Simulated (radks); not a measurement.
The bismuth ion Bi3+, 80 electrons, occupied as [Hg]. Calculated with a radial shooting solver on a logarithmic mesh with Libxc functionals: Dirac Kohn-Sham, PBEsol, spin-unpolarised, spherical densities, point nucleus.

Normalised radial functions P(r) = r R(r) (large component), r in bohr:

r           6p3/2
0.001738   0.0018
0.002023   0.0024
0.002355   0.0032
0.00272    0.0041
0.003166   0.0054
0.003686   0.0071
0.004291   0.0092
0.004996   0.0119
0.005816   0.0154
0.006716   0.0195
0.007819   0.0248
0.009103   0.0313
0.0106     0.0392
0.01234    0.0485
0.01436    0.0592
0.01672    0.0711
0.01931    0.0830
0.02248    0.0955
0.02617    0.1066
0.03046    0.1147
0.03547    0.1173
0.04129    0.1119
0.04768    0.0971
0.05551    0.0694
0.06462    0.0291
0.07523   -0.0216
0.08758   -0.0767
0.102     -0.1265
0.1177    -0.1574
0.1371    -0.1605
0.1596    -0.1245
0.1858    -0.0495
0.2163     0.0516
0.2518     0.1531
0.2908     0.2200
0.3385     0.2310
0.3941     0.1665
0.4588     0.0355
0.5341    -0.1289
0.6218    -0.2782
0.7238    -0.3631
0.8359    -0.3535
0.9732    -0.2408
1.133     -0.0426
1.319      0.1997
1.535      0.4367
1.787      0.6226
2.064      0.7217
2.403      0.7315
2.798      0.6533
3.257      0.5172
3.792      0.3610
4.414      0.2187
5.098      0.1173
5.935      0.0511
6.909      0.0182
8.043      0.0052

6p3/2 (empty): eigenvalue -26.759 eV, 4 radial nodes at r = 0.0707, 0.201, 0.475, 1.16 bohr, <r> = 2.53 bohr, 90 % of the charge inside 3.64 bohr.
